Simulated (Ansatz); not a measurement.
A nudged elastic band was laid between two geometries of CH$_{8}$GaN (11 atoms, charge 0, multiplicity 1).

Method: RKS PBE0/def2-SVP in Ansatz.

```
movable images  : 7
climbing image  : yes
spring          : 5.0 eV/Å²
optimiser       : quadratic models (default)
start path      : through a guess of the saddle point
force threshold : 0.05 eV/Å
iteration limit : 60
end points      : relaxed
```

Initial state:

```xyz
11
Properties=species:S:1:pos:R:3
Ga -0.073 -0.203 0.423
C 0.066 0.445 2.299
H -0.849 0.250 2.882
H 0.919 -0.001 2.836
H 0.223 1.536 2.305
H 1.255 -0.264 -0.446
H -1.441 0.023 -0.352
N -0.290 -2.330 0.765
H -0.438 -2.821 -0.117
H 0.542 -2.724 1.204
H -1.087 -2.532 1.370
```

Final state:

```xyz
11
Properties=species:S:1:pos:R:3
Ga -0.038 -1.099 -1.360
C -0.120 0.133 3.380
H -1.011 -0.130 3.966
H 0.781 -0.120 3.956
H -0.127 1.212 3.173
H 1.400 -0.848 -1.917
H -1.386 -0.634 -2.003
N -0.158 -2.028 0.196
H -1.030 -2.280 0.646
H 0.636 -2.405 0.699
H -0.122 -0.422 2.431
```

Question: Which bonds break or form, and what moves?

Answer: Bonds broken: Ga1–C2, N8–H11. Bonds formed: C2–H11. CH8GaN becomes CH4 + GaH4N.

Question: What energy profile does the band end with?

Answer: The run converged. The highest image is number 3 of 0 to 8, 1.59 eV above the first end and 1.34 eV above the last; the last end lies 0.25 eV above the first. Neighbouring images differ by up to 1.4 eV, so the band resolves the path poorly. A vibrational analysis at the climbing image gives one clearly imaginary mode, 1467i cm⁻¹: a first-order saddle point. The orbitals stay closed-shell, which can raise the energy where a bond breaks towards radicals; this wasn't checked here.

```csv
image,path coordinate (Å),energy (eV),Ga1–C2 (Å),N8–H11 (Å),C2–H11 (Å)
0,0.00,0.00,1.99,1.02,3.32
1,0.95,0.01,1.99,1.02,3.03
2,1.89,0.20,2.01,1.02,2.27
3,2.84,1.59,2.24,1.36,1.40
4,3.87,0.40,2.92,2.30,1.10
5,4.91,0.28,3.48,2.88,1.10
6,5.94,0.27,4.02,2.86,1.10
7,6.97,0.26,4.47,2.78,1.10
8,8.01,0.25,4.90,2.75,1.10
```

Question: What is the geometry of the highest image?

Answer: 
```xyz
11
Properties=species:S:1:pos:R:3
Ga -0.039 -0.398 0.089
C -0.095 0.000 2.297
H -1.008 -0.056 2.912
H 0.792 -0.127 2.937
H -0.054 1.048 1.939
H 1.410 -0.038 -0.381
H -1.388 0.140 -0.495
N -0.189 -2.253 0.785
H -1.047 -2.780 0.639
H 0.608 -2.883 0.713
H -0.164 -1.276 1.732
```

The run took 4.2 min on 2 threads of Arm Neoverse V2, with other jobs on the host, peak memory 0.21 GiB.
